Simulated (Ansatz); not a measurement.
A ladder of methods for SiPH5O2 (SMILES O[SiH2]OP)

SiPH5O2 has 9 atoms, charge 0, and is taken as a singlet. As SMILES, `O[SiH2]OP`. Geometry: relaxed at PBE0-D4/def2-TZVP. This is one conformer, not always the lowest.

Each level gives the vertical energy of the triplet above the singlet (eV). The values are calculated.

| level | kind | program | value (eV) | less CCSD(T)/6-31G* | CPU time (all runs) |
| --- | --- | --- | --- | --- | --- |
| r2SCAN/6-31G* (spherical functions) | meta-GGA | Ansatz | 4.48 | -0.40 | 14 s |
| BHLYP/6-31G* (spherical functions) | global hybrid | Ansatz | 4.87 | -0.01 | 9.7 s |
| wB97X/6-31G* (spherical functions) | range-separated hybrid | Ansatz | 4.87 | -0.01 | 38 s |
| B2PLYP/6-31G* (spherical functions) | double hybrid | Ansatz | 4.80 | -0.08 | 11 s |
| PBE-QIDH/6-31G* (spherical functions) | double hybrid | Ansatz | 4.76 | -0.12 | 11 s |
| MP2/6-31G* (spherical functions) | perturbation theory | Ansatz | 4.85 | -0.03 | 2.8 s |
| BCCD(T)/6-31G* (spherical functions) | coupled cluster or CI | Ansatz | 4.88 | 0.00 | 28 s |
| CCSD(T)/6-31G* (spherical functions) | coupled cluster or CI | Ansatz | 4.88 | 0.00 | 22 s |

CCSD(T)/6-31G* (spherical functions) is the highest level here, not the true value. The values span 4.48 to 4.88 eV. CPU times are rough (shared hosts, several kinds of processor): they show what a rung costs within a factor of a few.
